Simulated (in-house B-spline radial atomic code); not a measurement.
## Pd5+: [Kr] 4d5

Level of theory: Dirac-Kohn-Sham relativistic LDA, spherical fractional occupations, Fermi nucleus of rms radius 4.5318 fm; calculated with an all-electron radial atomic-structure program (B-spline basis).

Effective charges: Z_r = [3n² - l(l+1)]/(2<r>) from the radius, Z_e = n√(-2ε) from the energy, and Slater's rules. Values are occupation-weighted means over j. An effective charge above Z reflects the relativistic contraction of the inner shells.

| shell | electrons | ε (eV) | <r> (bohr) | Z_r | Z_e | Slater |
| --- | --- | --- | --- | --- | --- | --- |
| 1s | 2 | -24097 | 0.03197 | 46.92 | 42.08 | 45.70 |
| 2s | 2 | -3590.8 | 0.1384 | 43.36 | 32.49 | 41.85 |
| 2p | 6 | -3236.2 | 0.1207 | 41.43 | 30.85 | 41.85 |
| 3s | 2 | -711.96 | 0.3802 | 35.51 | 21.70 | 34.75 |
| 3p | 6 | -594.44 | 0.3791 | 32.98 | 19.83 | 34.75 |
| 3d | 10 | -405.05 | 0.3577 | 29.36 | 16.37 | 24.85 |
| 4s | 2 | -160.91 | 0.9263 | 25.91 | 13.76 | 18.25 |
| 4p | 6 | -126.02 | 1.001 | 22.98 | 12.17 | 18.25 |
| 4d | 5 | -74.213 | 1.204 | 17.44 | 9.34 | 8.60 |

The least bound orbital is 4d5/2 at -73.94 eV, and it is also the most diffuse (<r> = 1.208 bohr).

Spin-orbit splittings of the orbital energies (j = l + 1/2 above j = l - 1/2 when positive): 2p 158 eV, 3p 27.61 eV, 3d 5.538 eV, 4p 4.854 eV, 4d 0.6835 eV.

For the 1s electron the small component carries 2.82 % of the norm, the zero-frequency Breit interaction raises the level by 51.39 eV, self-energy by 28.6 eV, and vacuum polarisation lowers it by 3.53 eV.

The density falls to 0.001 bohr⁻³ at 2.775 bohr; Σ<r²> = 20.218 bohr² gives, by the non-relativistic formula and without the paramagnetism of open shells, a Langevin diamagnetic susceptibility of -16.01×10⁻⁶ cm³/mol.
